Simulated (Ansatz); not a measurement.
Reactions of CH7AlOSi, SMILES `O[CH]([AlH2])[SiH3]`.

Computed with Ansatz on PBE0-D4/def2-TZVP structures; ΔE is electronic, products minus reactants. CCSD(T)/CBS adds triple-zeta CCSD(T) − MP2 to the extrapolated MP2 energy (def2 sets, frozen cores). This one scheme is used for every species. For Br outer-core shells are correlated without core-valence functions, which leaves a few kJ/mol of doubt a bond. Scalar relativity is left out up to krypton. Each species was taken in one conformer, which may not be the lowest.

(1) Order these by ΔE at CCSD(T)/CBS, lowest first. (An estimate is asked.)
A. `O[CH]([AlH2])[SiH3]` + `O[SiH3]` → `OC([SiH3])O[SiH3]` + `[AlH3]`
B. `O[CH]([AlH2])[SiH3]` + `Cl[SiH]1C[SiH2]N1` → `[AlH2][SiH]1C[SiH2]N1` + `OC([SiH3])Cl`
C. `O[CH]([AlH2])[SiH3]` + HBr → `OC([SiH3])Br` + `[AlH3]`
D. `O[CH]([AlH2])[SiH3]` + `C[SiH2][SiH](Cl)Cl` → `C[SiH2][SiH]([AlH2])Cl` + `OC([SiH3])Cl`

Largest T1 diagnostic: 0.013, for `OC([SiH3])O[SiH3]`.

Results:

(1) C (+0.27 eV), A (+0.51 eV), D (+1.31 eV), B (+1.66 eV).
